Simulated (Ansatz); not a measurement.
`[CH3][Al]([OH])[C](=N)Cl` + `BOCC` → `C[CH2][Al]([CH3])[OH]` + `BOC(=N)Cl`  (redistribution)

Calculated with Ansatz (gas phase, PBE0-D4/def2-TZVP geometries, no zero-point term in ΔE). CCSD(T)/CBS adds triple-zeta CCSD(T) − MP2 to the extrapolated MP2 energy (def2 sets, frozen cores). DFT in def2-TZVPP. HSE06 is defined as in plane-wave codes. One conformer a species, not always the lowest.

`[CH3][Al]([OH])[C](=N)Cl`:

Cartesian coordinates in Å:
```
C 1.768 -0.915 -0.424
Al 0.155 -0.320 0.453
O -0.273 -0.814 2.012
C -1.147 0.921 -0.392
N -2.189 1.297 0.188
Cl -0.740 1.481 -2.060
H 2.345 -1.597 0.205
H 2.407 -0.065 -0.684
H 1.536 -1.427 -1.363
H -1.082 -0.497 2.414
H -2.779 1.935 -0.349
```

`BOCC`:

```xyz
11

B    -0.794    1.792   -0.179
O     0.039    0.850   -0.637
C    -0.177   -0.535   -0.398
C     0.932   -1.095    0.458
H    -0.515    2.930   -0.425
H    -1.772    1.483    0.451
H    -1.154   -0.676    0.078
H    -0.196   -1.028   -1.374
H     1.903   -0.924   -0.010
H     0.937   -0.625    1.444
H     0.797   -2.171    0.591
```

`C[CH2][Al]([CH3])[OH]`:

Z-matrix (Å, degrees):
```
C
C 1 1.530
H 1 1.094 2 112.3
H 1 1.094 2 111.7 3 120.3
H 1 1.094 2 111.7 3 -120.3
Al 2 1.963 1 115.3 3 179.7
H 2 1.098 1 110.0 3 57.1
H 2 1.098 1 110.0 3 -57.5
O 6 1.705 2 120.0 1 178.8
C 6 1.946 2 123.9 1 -1.3
H 9 0.956 6 123.3 2 -0.1
H 10 1.092 6 111.8 2 178.7
H 10 1.095 6 111.4 2 57.8
H 10 1.095 6 111.2 2 -60.6
```

`BOC(=N)Cl`:

Z-matrix (Å, degrees):
```
B
O 1 1.360
H 1 1.190 2 115.9
H 1 1.196 2 119.8 3 179.8
C 2 1.360 1 123.0 3 177.1
Cl 5 1.719 2 110.0 1 138.4
N 5 1.245 2 128.9 1 -43.6
H 7 1.018 5 111.8 2 1.6
```

Task: Is it downhill or uphill in electronic energy at CCSD(T)/CBS, and by how much? (An estimate is asked.)

Result: The calculation gave: Uphill: ΔE = +28.5 kJ/mol.

Task: What do these levels give: HSE06-D4, RPA@PBE/def2-TZVPP, HF/def2-SVP, MP2/def2-SVP, CCSD(T)/def2-TZVPP, SCS-MP2/def2-QZVPP? (An estimate is asked.)

Result: Ansatz gave: HSE06-D4 20.9, RPA@PBE/def2-TZVPP 31.4, HF/def2-SVP 29.4, MP2/def2-SVP 21.5, CCSD(T)/def2-TZVPP 27.2, SCS-MP2/def2-QZVPP 27.7 kJ/mol.

Largest T1 diagnostic among the species: 0.014.

From PBE to PBE0 (25 % exact exchange), in def2-TZVPP and without D4, ΔE moves by −5.5 kJ/mol. Leaving LDA and LC-ωPBE aside and taking each functional with its dispersion term where it has one, the values, not all of them listed here, spread over 16.9 kJ/mol, from PBE-QIDH to BLYP-D4. LDA lies −9.8 kJ/mol from PBE without D4.
